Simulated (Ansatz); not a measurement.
Reaction (hydrogenolysis of the Si–Ge bond): `C[SiH2][GeH2][OH]` + H₂ → `C[SiH3]` + `[OH][GeH3]`

Program: Ansatz. Geometries: PBE0-D4/def2-TZVP. ΔE: electronic, gas phase. CCSD(T)/CBS is the MP2 limit (def2-TZVPP, def2-QZVPP) plus CCSD(T) − MP2 in def2-TZVPP, frozen cores. This one scheme is used for every species. For Ge outer-core shells are correlated without core-valence functions, which leaves a few kJ/mol of doubt a bond. Scalar relativity is left out up to krypton. One conformer a species, not always the lowest.

```csv
species,HF/CBS(def2) energy (Eh)
`C[SiH2][GeH2][OH]`,-2481.84363
H₂,-1.13356
`C[SiH3]`,-330.33431
`[OH][GeH3]`,-2152.65893
```

**Question.** Work out ΔE.

**Answer.** ΔE = (-330.33431) + (-2152.65893) − (-2481.84363) − (-1.13356) = -0.01605 Eh = -42.1 kJ/mol. CCSD(T)/CBS gives -6.1 kJ/mol.

Largest T1 diagnostic among the species: 0.012.

The D4 term adds +11.1 kJ/mol with B3LYP and +6.4 kJ/mol with PBE0; it sums over pairs of atoms, weighted by their polarisabilities, and B3LYP, whose exchange is more repulsive, gets the larger term. At CCSD(T), def2-SVP lies −18.6 kJ/mol from the extrapolated value and def2-TZVPP −4.0 kJ/mol. From r2SCAN to r2SCAN0 (25 % exact exchange), in def2-TZVPP and without D4, ΔE moves by −4.9 kJ/mol.

B3LYP here is the variant with VWN-RPA as its local correlation; programs differ in this.
